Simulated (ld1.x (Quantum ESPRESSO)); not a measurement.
## lead: one change to a TM potential, before and after

```
Element                 : Pb (Z = 82)
Generator               : ld1.x (Quantum ESPRESSO) 7.5
Type                    : norm-conserving Troullier–Martins (Kleinman–Bylander form)
Functional              : PBEsol
Relativity              : scalar-relativistic
Frozen core             : [Xe] 4f14 5d10
Valence charge          : 4
Reference configuration : 6s1.75 6p2.25
Partial waves           : 6s (bound): rc 1.95 bohr; 6d channel at 0.15 Ry: rc 2.10 bohr; 6p (bound): rc 2.20 bohr
Local potential         : the p channel
Core correction         : a·sin(br)/r model core, default radius (core density twice the valence density)
```

Change: wave 6p (bound): rc 2.20 bohr becomes 6p (bound): rc 2.12 bohr.

Cutoffs: the cutoffs (Ry, on a coarse ladder) from which the occupation-weighted sum of valence levels, in a spherical-Bessel basis at the reference potential, stays within 10 and 1 mRy of its value at 400 Ry; they do not see the model core or the augmentation charge, which bear on the density cutoff. Errors are all-electron minus pseudo energies relative to the spin-unpolarised reference configuration.

Problem. How do hardness, ghosts and transferability respond?

Solution. The potential gets harder (21 Ry and 35 Ry → 25 Ry and 45 Ry); both files keep a bound ghost (d); of the 7 tests that both files solve, the error grows in 0 and shrinks in 1 by more than 15 % and 0.3 meV (median size 60.5 → 56.8 meV). A smaller radius makes the pseudo-wave follow the all-electron one further in, where it bends more sharply, so more plane waves are needed.

| quantity | base | changed |
| --- | --- | --- |
| cutoff, loose | 21 Ry | 25 Ry |
| cutoff, tight | 35 Ry | 45 Ry |
| loose cutoff by channel (10 mRy a level) | s 18 Ry, p 6 Ry | s 12 Ry, p 6 Ry |
| bound ghosts | d | d |
| error for 6s2 6p2, meV [ΔE -2.16 eV] | -1.7 | -1.4 |
| error for 6s2 6p1, meV [ΔE 4.44 eV] | -11 | -10 |
| error for 6s2 6p0, meV [ΔE 17.89 eV] | -101 | -96 |
| error for 6s1 6p0, meV [ΔE 50.37 eV] | -568 | -547 |
| error for 6s0 6p4, meV [ΔE 15.75 eV] | -107 | -100 |
| error for 6s1 6p2, meV [ΔE 14.02 eV] | -61 | -57 |
| error for 6s1 6p3, meV [ΔE 6.61 eV] | -21 | -19 |

 A true bound ghost makes a file unfit for plane-wave use even where its test errors are small: the radial tests pick states by their node count and pass the ghost by.
